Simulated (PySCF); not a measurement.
First SCF of a structure search on doublet BrCuN, at a hand-made linear geometry. PySCF input:

```python
from pyscf import gto, scf, dft
mol = gto.M(atom='''
Cu     0.000000     0.000000     0.000000
N      0.000000     0.000000    -1.750000
Br     0.000000     0.000000     2.260000''',
    basis={'Cu': 'def2-TZVP', 'N': 'def2-TZVP', 'Br': 'def2-TZVP'},
    charge=0, spin=1)
mf = dft.UKS(mol, xc='PBE0')
mf.grids.atom_grid = (50, 194)
aux = {'Cu': 'def2-universal-JKFIT', 'N': 'def2-universal-JKFIT', 'Br': 'def2-universal-JKFIT'}
mf = mf.density_fit(auxbasis=aux)
mf.conv_tol = 1e-08
mf.diis_space = 10
mf.max_cycle = 60
mf.init_guess = 'minao'
mf.verbose = 4
mf.kernel()
```

Excerpt of the output (cycles alone):

```
init E= -4267.29322740683
cycle= 1 E= -4263.79401464021  delta_E=  3.5  |g|= 4.63  |ddm|= 1.65
cycle= 2 E= -4248.22194217617  delta_E= 15.6  |g|= 8.63  |ddm|= 7.66
cycle= 3 E= -4267.30734391213  delta_E= -19.1  |g|= 2.56  |ddm|= 6.63
cycle= 4 E= -4264.69848764605  delta_E= 2.61  |g|= 2.13  |ddm|= 3.93
cycle= 5 E= -4266.94748593919  delta_E= -2.25  |g|= 1.62  |ddm|= 4.19
cycle= 6 E= -4268.68753691332  delta_E= -1.74  |g|= 0.198  |ddm|= 1.23
cycle= 7 E= -4268.71501180952  delta_E= -0.0275  |g|= 0.0977  |ddm|= 0.307
cycle= 8 E= -4268.71949403619  delta_E= -0.00448  |g|= 0.0455  |ddm|= 0.102
cycle= 9 E= -4268.72146829666  delta_E= -0.00197  |g|= 0.0189  |ddm|= 0.0603
cycle= 10 E= -4268.72289072718  delta_E= -0.00142  |g|= 0.018  |ddm|= 0.0701
cycle= 11 E= -4268.72348440548  delta_E= -0.000594  |g|= 0.0177  |ddm|= 0.025
cycle= 12 E= -4268.71975002112  delta_E= 0.00373  |g|= 0.0447  |ddm|= 0.167
cycle= 13 E= -4268.71976548193  delta_E= -1.55e-05  |g|= 0.0444  |ddm|= 0.000956
cycle= 14 E= -4268.7204456759  delta_E= -0.00068  |g|= 0.0287  |ddm|= 0.0141
cycle= 15 E= -4268.72064580381  delta_E= -0.0002  |g|= 0.00784  |ddm|= 0.0659
cycle= 16 E= -4268.72067618658  delta_E= -3.04e-05  |g|= 0.000811  |ddm|= 0.0153
cycle= 17 E= -4268.72067578297  delta_E= 4.04e-07  |g|= 0.00169  |ddm|= 0.00295
cycle= 18 E= -4268.72067754645  delta_E= -1.76e-06  |g|= 0.000426  |ddm|= 0.00188
cycle= 19 E= -4268.72067748537  delta_E= 6.11e-08  |g|= 0.000474  |ddm|= 0.00122
cycle= 20 E= -4268.72067760749  delta_E= -1.22e-07  |g|= 0.000221  |ddm|= 0.00132
cycle= 21 E= -4268.72067764249  delta_E= -3.5e-08  |g|= 3.78e-05  |ddm|= 0.000374
cycle= 22 E= -4268.72067764329  delta_E= -7.99e-10  |g|= 1.09e-05  |ddm|= 9.23e-05
Extra cycle  E= -4268.72067764323  delta_E= 6.64e-11  |g|= 3.08e-05  |ddm|= 3.54e-05
converged SCF energy = -4268.72067764323  <S^2> = 0.79206058  2S+1 = 2.0416274
```

This is not the lowest solution: another start and a stability analysis within the same unrestricted form found one 49.5 kJ/mol lower, at -4268.73952 Eh.

Open d and f shells are described by one determinant, and the ground state may have another occupation or spin.

The search for the lowest solution, 3 starts and the stability check together, took 29 s on 4 threads of a shared Arm Neoverse V1 host, with 124 basis functions; the process peaked at 0.54 GiB. Launch command: `OMP_NUM_THREADS=4 python axn.py task.json out`.
